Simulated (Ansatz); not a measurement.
Species: CH5Al, SMILES `[AlH2][CH3]` (charge 0, multiplicity 1), formula CH5Al.

Q: How many basis functions does Ansatz (a quantum-chemistry and plane-wave program) with frozen-core CCSD(T)/cc-pVTZ // B3LYP-D3(BJ)/def2-TZVP use, how many core orbitals are frozen, and how many electrons are correlated?

A: 134 basis functions and 6 frozen orbitals, which leaves 12 correlated electrons. Core time is of the order of seconds.
